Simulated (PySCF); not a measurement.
**`CC(C[AsH]B)(C)C`, C5H14AsB**

Cartesian coordinates in Å; atom numbers follow the order of the lines, from 1:
```xyz
21

B     3.3595   -0.9384   -0.8879
As    2.1102    0.5076   -0.4107
C     0.4543   -0.5959   -0.1897
C    -0.7909    0.1443    0.3059
C    -0.5400    0.7102    1.7029
C    -1.9605   -0.8452    0.3655
C    -1.1410    1.2849   -0.6486
H     3.3198   -1.9723   -0.3338
H     4.2443   -0.7595   -1.6350
H     1.8523    0.9611   -1.8227
H     0.2332   -1.0867   -1.1424
H     0.7075   -1.3833    0.5276
H     0.3103    1.3947    1.6798
H    -1.4119    1.2539    2.0591
H    -0.3225   -0.0911    2.4065
H    -1.7295   -1.6735    1.0327
H    -2.8581   -0.3517    0.7323
H    -2.1737   -1.2503   -0.6220
H    -0.3290    2.0141   -0.6676
H    -1.2921    0.9059   -1.6581
H    -2.0513    1.7881   -0.3300
```

Computed, not measured: PySCF 2.14.0, GIAO HF/pcSseg-1 magnetisability, rotational g tensor and spin-rotation constants, non-relativistic, gas phase. Geometry: GFN2-xTB.

The calculation is non-relativistic, which matters for the atoms heavier than Zn.

(1) Give the nuclear spin-rotation constants along the inertial axes (H = +C I·J) beside the isotropic shieldings.

(2) How do the rotational constants and the g tensor change when H8, H9, H10, H11, H12, H13, H14, H15, H16, H17, H18, H19, H20, H21 are replaced by deuterium?

Answers

(1) Rotational constants 3.5209, 0.9271, 0.8851 GHz. A star marks the isotopologue with that one atom substituted, in its own axes.
| atom | isotope | Caa (kHz) | Cbb (kHz) | Ccc (kHz) | mean (kHz) | σ (ppm) |
| --- | --- | --- | --- | --- | --- | --- |
| B1 | 11B | 1.540 | 0.399 | 0.216 | 0.718 | 13.0 |
| As2 | 75As | 3.983 | 1.117 | 1.106 | 2.068 | 1734.7 |
| H8 | 1H | -0.286 | 0.073 | -0.040 | -0.084 | 22.9 |
| H9 | 1H | 0.312 | -0.075 | -0.047 | 0.064 | 22.8 |
| H10 | 1H | -0.392 | -0.077 | 0.016 | -0.151 | 28.8 |
| H11 | 1H | -0.381 | -0.076 | -0.001 | -0.152 | 30.2 |
| H12 | 1H | -0.353 | -0.053 | -0.040 | -0.148 | 30.8 |
| H13 | 1H | -0.119 | -0.050 | -0.088 | -0.086 | 30.3 |
| H14 | 1H | -0.033 | -0.079 | -0.099 | -0.070 | 31.3 |
| H15 | 1H | -0.405 | -0.044 | -0.040 | -0.163 | 31.4 |
| H16 | 1H | -0.394 | -0.037 | -0.046 | -0.159 | 31.1 |
| H17 | 1H | -0.006 | -0.079 | -0.103 | -0.063 | 31.1 |
| H18 | 1H | -0.397 | -0.088 | 0.001 | -0.161 | 31.2 |
| H19 | 1H | -0.157 | -0.043 | -0.100 | -0.100 | 31.1 |
| H20 | 1H | -0.411 | -0.088 | 0.001 | -0.166 | 31.5 |
| H21 | 1H | -0.016 | -0.080 | -0.103 | -0.067 | 31.3 |
| C3 | 13C* | 0.497 | 0.133 | 0.157 | 0.262 | 160.6 |
| C4 | 13C* | 0.494 | 0.134 | 0.127 | 0.252 | 167.5 |
| C5 | 13C* | 0.585 | 0.140 | 0.109 | 0.278 | 165.0 |

For the geometry as given, no vibrational averaging.

(2) Constants 2.6590, 0.7868, 0.7518 GHz; g -0.0144, -0.0057, -0.0020, against -0.0188, -0.0065, -0.0026 before.
